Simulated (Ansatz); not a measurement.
Isolated molecules relaxed with PBE0-D4/def2-TZVP in Ansatz; ΔE leaves out vibrations. CCSD(T)/CBS is the MP2 limit (def2-TZVPP, def2-QZVPP) plus CCSD(T) − MP2 in def2-TZVPP, frozen cores. DFT in def2-TZVPP. B3LYP here is the variant with VWN-RPA as its local correlation; programs differ in this. For Br, Ga outer-core shells are correlated without core-valence functions, which leaves a few kJ/mol of doubt a bond. Scalar relativity is left out up to krypton. Each species was taken in one conformer, which may not be the lowest.

`[CH3][Ga]([NH2])[NH2]` + `C[Si](O)(O)Br` → `[NH2][Ga]([NH2])[Br]` + `C[Si](C)(O)O`  (redistribution)

| level | ΔE (kJ/mol) |
| --- | --- |
| revPBE-D4 | -26.7 |
| B3LYP-D4 | -31.0 |
| BHLYP-D4 | -36.4 |
| CAM-B3LYP-D4 | -31.9 |
| B2PLYP | -32.1 |
| BLYP | -29.1 |
| r2SCANh | -31.7 |
| MP2/def2-QZVPP | -24.9 |

**Question.** What does CCSD(T)/CBS give? (An estimate is asked.)

**Answer.** Computed: -25.8 kJ/mol. The listed levels differ from it by -0.9, -5.2, -10.6, -6.1, -6.3, -3.3, -5.9, 0.9 kJ/mol.

Largest T1 diagnostic among the species: 0.012.

At CCSD(T), def2-SVP lies −16.1 kJ/mol from the extrapolated value and def2-TZVPP −7.1 kJ/mol. Leaving LDA and LC-ωPBE aside and taking each functional with its dispersion term where it has one, the values, not all of them listed here, spread over 10.0 kJ/mol, from BHLYP-D4 to PBE-D4. LDA lies +3.9 kJ/mol from PBE without D4. From BLYP to BHLYP (50 % exact exchange), in def2-TZVPP and without D4, ΔE moves by −8.4 kJ/mol.
